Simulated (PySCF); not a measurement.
SMILES [GeH3][O][SiH2][O][GeH3] (H₈Ge₂O₂Si), singlet (PBE0/def2-SVP optimised geometry):

```
13

Ge     2.805    -1.376    -1.405
O      2.468    -0.505     0.114
Si     1.080    -0.091     0.895
O     -0.196    -0.652     0.000
Ge    -1.973    -0.652     0.000
H      2.169    -0.611    -2.578
H      2.238    -2.803    -1.306
H      4.336    -1.395    -1.521
H      1.067    -0.715     2.252
H      1.001     1.395     1.021
H     -2.467    -1.395     1.255
H     -2.468     0.806     0.000
H     -2.389    -1.384    -1.283
```

Computed with PySCF 2.14.0 with PBE0/def2-TZVP.

**Question.** What are the frontier orbital energies and the dipole moment?

**Answer.** HOMO-2 -8.92 eV, HOMO-1 -8.78 eV, HOMO -8.05 eV, LUMO 0.00 eV, LUMO+1 0.17 eV; dipole moment 1.59 D.

On the same geometry PBE/def2-TZVP (PySCF) gives HOMO-2 -7.45 eV, HOMO-1 -7.27 eV, HOMO -6.65 eV, LUMO -0.87 eV, LUMO+1 -0.74 eV; dipole moment 1.52 D.

Meta-Löwdin charges at PBE0/def2-TZVP: Ge1 0.63, O2 -0.82, Si3 1.07, O4 -0.83, Ge5 0.63, H6 -0.07, H7 -0.07, H8 -0.06, H9 -0.14, H10 -0.14, H11 -0.07, H12 -0.07, H13 -0.06.
